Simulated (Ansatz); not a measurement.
`O[Si]([SiH3])(S)Cl` + `[SH][Zn][Cl]` → `O[Si](S)(S)Cl` + `[SiH3][Zn][Cl]`  (redistribution)

Calculated with Ansatz (gas phase, PBE0-D4/def2-TZVP geometries, no zero-point term in ΔE). CCSD(T)/CBS adds triple-zeta CCSD(T) − MP2 to the extrapolated MP2 energy (def2 sets, frozen cores). Functionals use def2-TZVPP. HSE06 is defined as in plane-wave codes. For Zn outer-core shells are correlated without core-valence functions, which leaves a few kJ/mol of doubt a bond. Scalar relativity is left out up to krypton. Each species was taken in one conformer, which may not be the lowest.

```tsv
level	ΔE (kJ/mol)
BLYP-D4	-14.4
HSE06-D4	-11.8
```

Q: What does CCSD(T)/CBS give? (An estimate is asked.)

A: Computed: -7.0 kJ/mol. The listed levels differ from it by -7.4, -4.8 kJ/mol.

Largest T1 diagnostic among the species: 0.014.

In def2-TZVPP, CCSD(T) changes the Hartree–Fock value by −10.1 kJ/mol (the triples alone add −1.3 kJ/mol) and MP2 by −14.4 kJ/mol. From BLYP to BHLYP (50 % exact exchange), in def2-TZVPP and without D4, ΔE moves by +4.1 kJ/mol.
